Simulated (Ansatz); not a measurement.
`BC(C)[SiH2]S`, charge 0, multiplicity 1.

(1) Give a relaxed structure at PBE0-D4/def2-TZVP (the Gaussian-basis code of Ansatz). (Estimate.)

Results:

(1) Ansatz gave: 
Z-matrix (Å, degrees):
```
C
C 1 1.526
Si 1 1.915 2 111.3
B 1 1.530 2 119.5 3 -109.3
H 1 1.096 2 113.0 3 113.8
H 2 1.093 1 110.5 3 -177.6
H 2 1.093 1 111.1 3 63.8
H 2 1.093 1 112.7 3 -57.2
S 3 2.133 1 113.4 2 140.1
H 3 1.486 1 107.1 2 16.1
H 3 1.489 1 112.1 2 -102.9
H 4 1.198 1 120.4 2 -166.3
H 4 1.199 1 120.3 2 19.4
H 9 1.344 3 94.6 1 -63.0
```
This is one stationary point; other conformers may exist.
